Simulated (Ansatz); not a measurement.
Reaction (hydrogenolysis of a C–S bond): `[SiH3]CCSS` + H₂ → `CC[SiH3]` + `SS`

Program: Ansatz. Geometries: PBE0-D4/def2-TZVP. ΔE: electronic, gas phase. CBS: MP2 limit from def2 TZ/QZ plus the TZ coupled-cluster correction, frozen cores. This one scheme is used for every species. DFT in def2-TZVPP. Each species was taken in one conformer, which may not be the lowest.

```json
{"level": "PBE-D4", "ΔE (kcal/mol)": "-10.1", "difference from CCSD(T)/CBS": "1.4"}
{"level": "PBE0-D4", "ΔE (kcal/mol)": "-11.6", "difference from CCSD(T)/CBS": "-0.1"}
{"level": "ωB97X-V", "ΔE (kcal/mol)": "-12.5", "difference from CCSD(T)/CBS": "-1.0"}
{"level": "B2PLYP", "ΔE (kcal/mol)": "-14.2", "difference from CCSD(T)/CBS": "-2.7"}
{"level": "PBE", "ΔE (kcal/mol)": "-13.2", "difference from CCSD(T)/CBS": "-1.7"}
{"level": "r2SCAN", "ΔE (kcal/mol)": "-12.1", "difference from CCSD(T)/CBS": "-0.6"}
{"level": "PBE0", "ΔE (kcal/mol)": "-14.4", "difference from CCSD(T)/CBS": "-2.9"}
{"level": "HF/def2-TZVPP", "ΔE (kcal/mol)": "-21.0", "difference from CCSD(T)/CBS": "-9.5"}
{"level": "MP2/def2-TZVPP", "ΔE (kcal/mol)": "-9.9", "difference from CCSD(T)/CBS": "1.6"}
{"level": "SCS-MP2/def2-TZVPP", "ΔE (kcal/mol)": "-12.2", "difference from CCSD(T)/CBS": "-0.7"}
{"level": "CCSD(T)/def2-TZVPP", "ΔE (kcal/mol)": "-12.4", "difference from CCSD(T)/CBS": "-0.9"}
{"level": "HF/def2-QZVPP", "ΔE (kcal/mol)": "-21.1", "difference from CCSD(T)/CBS": "-9.6"}
{"level": "MP2/def2-QZVPP", "ΔE (kcal/mol)": "-9.5", "difference from CCSD(T)/CBS": "2.0"}
{"level": "SCS-MP2/def2-QZVPP", "ΔE (kcal/mol)": "-11.8", "difference from CCSD(T)/CBS": "-0.3"}
{"level": "HF/CBS(def2)", "ΔE (kcal/mol)": "-21.2", "difference from CCSD(T)/CBS": "-9.7"}
{"level": "CCSD/CBS(def2)", "ΔE (kcal/mol)": "-13.6", "difference from CCSD(T)/CBS": "-2.1"}
{"level": "CCSD(T)/CBS", "ΔE (kcal/mol)": "-11.5", "difference from CCSD(T)/CBS": "0"}
```

Largest T1 diagnostic among the species: 0.011.

In def2-TZVPP, CCSD(T) changes the Hartree–Fock value by +8.6 kcal/mol (the triples alone add +2.1 kcal/mol) and MP2 by +11.0 kcal/mol. From PBE to PBE0 (25 % exact exchange), in def2-TZVPP and without D4, ΔE moves by −1.2 kcal/mol. The D4 term adds +5.0 kcal/mol with B3LYP and +2.8 kcal/mol with PBE0; it sums over pairs of atoms, weighted by their polarisabilities, and B3LYP, whose exchange is more repulsive, gets the larger term.

B3LYP here is the variant with VWN-RPA as its local correlation; programs differ in this.
